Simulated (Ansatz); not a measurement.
The same path of ClFGaH₃ (6 atoms, charge 0, multiplicity 1) was run twice with different band settings. Lost on the way: Ga1–Cl2, F5–H6. Made: Cl2–H6.

Computed with Ansatz 0.2.0, RKS BHLYP-D4/def2-SVP.

Relaxed end points:

```xyz
6
Properties=species:S:1:pos:R:3
Ga 0.006 0.029 0.037
Cl 0.005 0.323 2.244
H 1.413 0.158 -0.597
H -1.411 0.077 -0.587
F 0.069 -2.083 0.713
H 0.065 -1.816 1.610
```

```xyz
6
Properties=species:S:1:pos:R:3
Ga 0.014 -0.324 -0.282
Cl 0.019 -0.069 2.506
H 1.419 0.228 -0.633
H -1.422 0.144 -0.623
F 0.065 -1.992 0.367
H 0.051 -1.299 2.086
```

Common settings: climbing image yes; spring 5.0 eV/Å²; optimiser quadratic models (default); start path through a guess of the saddle point; force threshold 0.03 eV/Å; iteration limit 60; end points relaxed.

| run | movable images |
| --- | --- |
| 1 | 7 |
| 2 | 2 |

**Question.** What does each run give, and how far can it be trusted?

**Answer.** Run 1: converged after 5 iterations, highest image 0.502 eV above the first end. A vibrational analysis at the climbing image gives one clearly imaginary mode, 555i cm⁻¹: a first-order saddle point.
Run 2: converged after 6 iterations, highest image 0.502 eV above the first end. Another band between the same ends (7 images) ends at a top of the same energy, where a vibrational analysis finds 1 clearly imaginary mode. So few images can step over the top or miss a turn of the path.
The orbitals stay closed-shell, which can raise the energy where a bond breaks towards radicals; this wasn't checked here.
